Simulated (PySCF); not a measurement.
**TDDFT excited states: C4H13AsSi**

C₄H₁₃AsSi.
Atom-mapped SMILES: `[CH3:1][C:2]([CH3:3])([CH3:4])[SiH2:5][AsH2:6]` (hydrogens: H7, H8, H9 on C1; H10, H11, H12 on C3; H13, H14, H15 on C4; H16, H17 on Si5; H18, H19 on As6)

Geometry (PBE0-D3(BJ)/def2-SVP, Å), atoms numbered from 1 in this order:
```xyz
19
C4H13AsSi angstrom
C     -0.1308   -1.3653    0.8246
C     -0.5251   -0.1412   -0.0064
C     -1.5374   -0.5448   -1.0826
C     -1.1273    0.9352    0.9001
Si     1.0226    0.5545   -0.8809
As     2.6314    1.2441    0.7240
H     -1.0223   -1.8045    1.3064
H      0.5793   -1.1068    1.6272
H      0.3321   -2.1515    0.2064
H     -1.8361    0.3129   -1.7066
H     -1.1376   -1.3246   -1.7508
H     -2.4529   -0.9481   -0.6141
H     -2.0310    0.5484    1.4035
H     -0.4232    1.2548    1.6853
H     -1.4232    1.8314    0.3314
H      1.5745   -0.4722   -1.8223
H      0.6501    1.7686   -1.6765
H      3.6452    1.5945   -0.3605
H      3.1920   -0.1668    0.8769
```

The calculation used TDDFT wB97X-D/def2-SVPD, vertical, gas phase, core orbitals frozen in the response in PySCF 2.14.0, density-fitted response routines. The wB97X-D/def2-SVPD calculation is non-relativistic and has no spin–orbit coupling, an omission that weighs most on arsenic.

Task: List the vertical singlet excitations with oscillator strengths and describe the spectrum.

Result: 

```
state  E (eV)  λ (nm)  ν̃ (cm⁻¹)       f  main configurations (H = HOMO, L = LUMO)
   S1    6.29   197.2      50700   0.018                  H→L+2 (55%), H→L+1 (40%)
   S2    6.52   190.2      52560   0.038       H→L (51%), H→L+1 (29%), H→L+2 (11%)
   S3    6.89   179.9      55580   0.377       H→L (30%), H→L+2 (26%), H→L+1 (24%)
   S4    7.37   168.1      59480   0.032   H→L+3 (43%), H→L+4 (18%), H-1→L+1 (16%)
   S5    7.39   167.7      59610  0.0029                  H-1→L (68%), H→L+3 (14%)
   S6    7.61   163.0      61340   0.039                             H-1→L+1 (69%)
   S7    7.74   160.1      62470   0.044                             H-1→L+2 (75%)
   S8    7.89   157.1      63650   0.016     H→L+5 (50%), H→L+8 (16%), H→L+7 (12%)
   S9    8.04   154.3      64830   0.092                H-2→L (51%), H-1→L+3 (15%)
  S10    8.22   150.9      66280   0.031              H-1→L+3 (35%), H-2→L+1 (29%)
```

Triplets, Tamm–Dancoff:

| state | E (eV) | λ (nm) | main configurations (H = HOMO, L = LUMO) |
| --- | --- | --- | --- |
| T1 | 5.63 | 220.2 | H→L (43%), H→L+1 (28%) |
| T2 | 5.67 | 218.7 | H→L+2 (58%), H→L (19%) |
| T3 | 6.30 | 196.7 | H→L+1 (57%), H→L+2 (22%), H→L (12%) |
| T4 | 6.86 | 180.7 | H-1→L (21%), H-1→L+1 (15%), H→L+3 (10%) |

The lowest singlet comes at 197 nm (607 kJ/mol) in the vacuum ultraviolet; it is weak; its leading configuration is HOMO→LUMO+2 (55%). The most intense listed level is S3 at 6.89 eV (180 nm, f = 0.377), 0.60 eV above S1. Löwdin shares by element: HOMO arsenic 61%, silicon 17%, hydrogen 11% or more; LUMO arsenic 24%, silicon 21%, hydrogen 14% or more (atoms not listed hold the other 42%). Orbital energies (eV): HOMO-3 -11.37, HOMO-2 -10.68, HOMO-1 -9.69, HOMO -9.03, LUMO 1.72, LUMO+1 1.93, LUMO+2 2.10. Of the 10 states listed, 9 reach f = 0.01 and none stays under 0.0005. The listed states span 1.93 eV, and the widest gap between neighbours is 0.48 eV (S3 to S4). The vertical ionisation energy (ΔSCF) is 9.26 eV, 1.04 eV above S10. Singlets were solved by full linear response, triplets in the Tamm–Dancoff approximation.

On Arm Neoverse V2, one thread, on a shared host, this took 3.7 min wall.

One conformer stands for the species.
